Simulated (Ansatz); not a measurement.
`CCB(S)Cl` and `NB(S)Cl` differ in one atom or group.

Ansatz, PBE0-D4/def2-TZVP geometries, multiplicity 1. Each molecule was computed in one conformer, which needn't be the lowest.

```tsv
property	`CCB(S)Cl`
HOMO–LUMO gap (ωB97M-V/def2-TZVPP) / eV	11.36
HOMO energy (B3LYP/def2-TZVPP) / eV	-7.78
HOMO energy (PBE0/def2-TZVPP) / eV	-8.03
zero-point energy (PBE0-D4/def2-TZVP) / kJ/mol	212.5
HOMO–LUMO gap (PBE/def2-TZVPP) / eV	5.03
LUMO energy (ωB97M-V/def2-TZVPP) / eV	1.17
```

Q: Give the same properties after the change, and the shifts. (Estimate.)

A: Ansatz gave: 
```csv
property,`NB(S)Cl`,shift
HOMO–LUMO gap (ωB97M-V/def2-TZVPP) / eV,11.55,0.19
HOMO energy (B3LYP/def2-TZVPP) / eV,-7.27,0.51
HOMO energy (PBE0/def2-TZVPP) / eV,-7.52,0.51
zero-point energy (PBE0-D4/def2-TZVP) / kJ/mol,111.5,-101.0
HOMO–LUMO gap (PBE/def2-TZVPP) / eV,5.67,0.64
LUMO energy (ωB97M-V/def2-TZVPP) / eV,1.84,0.67
```

With PBE0 the HOMO rises by 0.51 eV and the LUMO rises by 1.16 eV, so the gap widens by about 0.65 eV. PBE moves the HOMO by 0.56 eV and ωB97M-V by 0.49 eV. The zero-point energy changes by -101.0 kJ/mol with -12 modes.

B3LYP here is the variant with VWN-RPA as its local correlation; programs differ in this.
